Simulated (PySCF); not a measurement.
# Br(3+) (bromine, charge +3) across methods

[Ar] 3d10 4s2 4p2, high-spin 3P determinant. Computed with PySCF 2.14 in aug-cc-pV5Z-PP with ECP10MDF, with a scalar-relativistic core potential.

| method | E (hartree) | mean ε 4s α (eV) | mean ε 4s β (eV) | mean ε 4p α (eV) | Σ⟨r²⟩ (bohr²) | ⟨S²⟩ |
| --- | --- | --- | --- | --- | --- | --- |
| B97-3 | -414.3592 | -57.319 | -54.042 | -42.329 | 19.58 | 2.002 |
| r2SCAN | -414.1693 | -55.993 | -52.936 | -41.361 | 19.53 | 2.003 |
| LDA | -413.6993 | -55.277 | -53.225 | -40.733 | 19.58 | 2.001 |
| UHF | -413.08374 | -63.375 | -56.672 | -46.640 | 19.71 | 2.007 |
| BHandHLYP | -414.1745 | -59.478 | -55.505 | -43.818 | 19.62 | 2.003 |
| M06-2X | -414.5088 | -58.985 | -54.169 | -43.658 | 19.69 | 2.003 |
| PBE | -414.3115 | -55.018 | -52.676 | -40.709 | 19.60 | 2.001 |

Q: Estimate the same row for PBE0.

A: E (hartree) = -414.2786; mean ε 4s α (eV) = -57.343; mean ε 4s β (eV) = -54.023; mean ε 4p α (eV) = -42.397; Σ⟨r²⟩ (bohr²) = 19.59; ⟨S²⟩ = 2.002.

Energies and moments cover only the electrons outside the core potential.
